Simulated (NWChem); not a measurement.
System: MoNHOClF; SMILES [O]=[Mo]([Cl])(=[NH])[F]

Computed with NWChem. Medium grid unless said otherwise, to which SCAN and Minnesota functionals are sensitive. Geometry: optimised at PBE0/def2-SVP. def2 effective core potentials on Mo; no spin-orbit coupling.

Q: Predict the results for r2SCAN0/def2-SVP. Quantities: highest occupied level (eV); orbital gap (eV); dipole (D).

A: The highest occupied level (eV) is -9.22 and the orbital gap (eV) is 6.25. The dipole (D) comes out as 2.01.
